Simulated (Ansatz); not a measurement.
BClGaH$_{3}$, SMILES `Cl[BH][GaH2]`, 6 atoms. The species carries charge 0 and has multiplicity 1. Correlated methods include outer-core shells of Ga, which these sets cover unevenly. Scalar relativity is left out up to krypton. All runs use 2 threads of an Arm Neoverse V1 on a shared host. Correlated methods freeze the cores. Open-shell runs search over several starts.

How many basis functions does each run have, and how long does it take in Ansatz? RHF-CCSD(T)/def2-TZVPP energy; UKS PBE-D4/def2-TZVPP energy of the cation; UKS B3LYP-D4/def2-TZVPP energy of the cation; UKS ωB97M-V/def2-TZVPP energy of the cation; RKS HSE06 (plane-wave form)-D4/def2-TZVPP energy; UKS r2SCAN-D4/def2-TZVPP energy of the cation; direct RPA on PBE orbitals/def2-TZVPP energy; RKS PBE0-D4/def2-TZVP relaxation (6 steps); UKS PBE0-D4/def2-TZVPP energy of the cation; RKS ωB97X-V/def2-TZVPP energy; RKS PBE0-D4/def2-QZVPP energy; RKS PBE0-D4/def2-TZVP frequencies. (An estimate is asked.)

Computed: Other jobs shared the machine, so times are rough.

| level | job | functions | wall time | peak host memory (GiB) |
| --- | --- | --- | --- | --- |
| RKS HSE06 (plane-wave form)-D4/def2-TZVPP | energy | 163 | 2.8 s | 0.37 |
| direct RPA on PBE orbitals/def2-TZVPP | energy | 163 | 3.3 s | 0.27 |
| UKS PBE-D4/def2-TZVPP | energy of the cation | 163 | 4.6 s | 0.21 |
| UKS PBE0-D4/def2-TZVPP | energy of the cation | 163 | 6.5 s | 0.48 |
| UKS B3LYP-D4/def2-TZVPP | energy of the cation | 163 | 6.5 s | 0.48 |
| RKS PBE0-D4/def2-QZVPP | energy | 306 | 6.5 s | 0.81 |
| RKS ωB97X-V/def2-TZVPP | energy | 163 | 7.5 s | 0.45 |
| UKS r2SCAN-D4/def2-TZVPP | energy of the cation | 163 | 11 s | 0.25 |
| RKS PBE0-D4/def2-TZVP | relaxation (6 steps) | 134 | 18 s | 0.28 |
| UKS ωB97M-V/def2-TZVPP | energy of the cation | 163 | 19 s | 0.67 |
| RHF-CCSD(T)/def2-TZVPP | energy | 163 | 30 s | 1.2 |
| RKS PBE0-D4/def2-TZVP | frequencies | 134 | 61 s | 0.27 |

B3LYP here is the variant with VWN-RPA as its local correlation; programs differ in this.
